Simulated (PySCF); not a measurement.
C₃H₃, SMILES c1[cH+]c1, charge +1.

Coordinates come from a PBE-D3(BJ)/def2-TZVP optimisation.

Two levels are set side by side: TDDFT-PBE/def2-SVPD (PySCF) and ADC(2)/aug-cc-pVDZ (PySCF). Vertical, same geometry; the bases differ. Differences are taken from unrounded values.

| quantity | ADC(2) | TDDFT-PBE | TDDFT-PBE minus ADC(2) |
|---|---|---|---|
| lowest singlet excitation (eV) | 7.69 | 7.09 | -0.61 |

Functionals without exact exchange tend to place singlet excitations lower, as here. Differences between two approximate levels are no errors against the true value.

Rough cost on one machine, each run with all the roots and properties that it gave: ADC(2) against TDDFT-PBE about 4 times.
